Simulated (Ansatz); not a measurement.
A nudged elastic band was laid between two geometries of C2H8AlNSi (13 atoms, charge 0, multiplicity 1).

Computed with Ansatz 0.2.0, RKS PBE0-D4/def2-SVP.

```json
{
 "movable images": "5",
 "climbing image": "yes",
 "spring": "5.0 eV/Å²",
 "optimiser": "quadratic models (default)",
 "start path": "IDPP",
 "force threshold": "0.05 eV/Å",
 "iteration limit": "6",
 "end points": "relaxed"
}
```

First end point:

```xyz
13
Properties=species:S:1:pos:R:3
C -2.621 1.388 0.696
Al -0.820 0.724 0.350
N 0.378 -0.305 1.184
Si 1.305 0.069 -0.294
C 1.800 -1.400 -1.366
H -3.027 0.977 1.634
H -3.306 1.117 -0.124
H -2.626 2.488 0.772
H 0.641 -0.856 1.995
H 2.561 0.867 -0.062
H 2.580 -1.999 -0.868
H 2.214 -1.050 -2.326
H 0.941 -2.054 -1.578
```

Last end point:

```xyz
13
Properties=species:S:1:pos:R:3
C -2.586 0.944 1.305
Al -0.840 0.595 0.511
N 0.735 -0.054 1.045
Si 1.129 0.274 -0.664
C 1.641 -1.211 -1.705
H -2.623 0.616 2.356
H -3.384 0.421 0.753
H -2.822 2.020 1.274
H 1.322 -0.420 1.789
H 2.188 1.324 -0.873
H 0.929 -2.043 -1.598
H 2.641 -1.567 -1.408
H 1.691 -0.933 -2.770
```

(1) What changes between the two ends?

(2) Give the energies along the band, and the barrier.

(3) What is the geometry of the highest image?

Results:

(1) No bond is made or broken. The dihedral Al2–Si4–C5–H11 goes from -129 to -8°. The two ends are copies of one structure, up to a mirror image or an exchange of like atoms.

(2) The forces met the threshold. The highest image is number 3 of 0 to 6, 0.054 eV above the ends, which have the same energy within 2 meV. Another band between the same ends (5 images) ends at a top of the same energy, where a vibrational analysis finds 1 clearly imaginary mode.

```csv
image,path coordinate (Å),energy (eV),dihedral Al2–Si4–C5–H11 (°)
0,0.00,0.000,-129
1,0.58,0.013,-109
2,1.16,0.040,-88
3,1.75,0.054,-68
4,2.34,0.040,-48
5,2.93,0.013,-28
6,3.53,0.000,-8
```

(3) 
```xyz
13
Properties=species:S:1:pos:R:3
C -2.604 1.006 1.210
Al -0.835 0.616 0.485
N 0.691 -0.101 1.067
Si 1.172 0.261 -0.614
C 1.672 -1.232 -1.666
H -2.701 0.648 2.247
H -3.394 0.531 0.606
H -2.797 2.091 1.201
H 1.237 -0.498 1.827
H 2.262 1.291 -0.733
H 1.773 -2.113 -1.012
H 2.632 -1.062 -2.177
H 0.913 -1.472 -2.426
```

Time of the run: 64 s on 2 threads of Arm Neoverse V2, with other jobs on the host, peak memory 0.27 GiB.
